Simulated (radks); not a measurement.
Coulomb parameter of the 5d shell of the osmium ion Os2+ in the model configuration [Xe] 4f14 5d5 6s1, as a second difference U = [E(n + 1) + E(n - 1) - 2 E(n)] / (1)^2 with all orbitals relaxed. "Bare": the charge of the atom changes with n. "Screened": the 6s shell takes up the change at fixed total charge, which measures U(5d,5d) + U(6s,6s) - 2 U(5d,6s). Calculated with a radial shooting solver on a logarithmic mesh with Libxc functionals: scalar-relativistic Kohn-Sham, LDA (Slater exchange, Perdew-Wang correlation), spin-unpolarised, spherical densities, finite nucleus; Fermi nuclear charge, rms radius 5.4126 fm.

case,configuration,E - E(n) (eV)
start,[Xe] 4f14 5d5 6s1,0.000
bare +1,[Xe] 4f14 5d6 6s1,-19.844
bare -1,[Xe] 4f14 5d4 6s1,31.621
screened +1,[Xe] 4f14 5d6,-2.574
screened -1,[Xe] 4f14 5d4 6s2,3.679

U(bare) = 11.777 eV, U(screened by 6s) = 1.105 eV, against the Slater integral F0(5d,5d) = 14.895 eV with frozen orbitals.
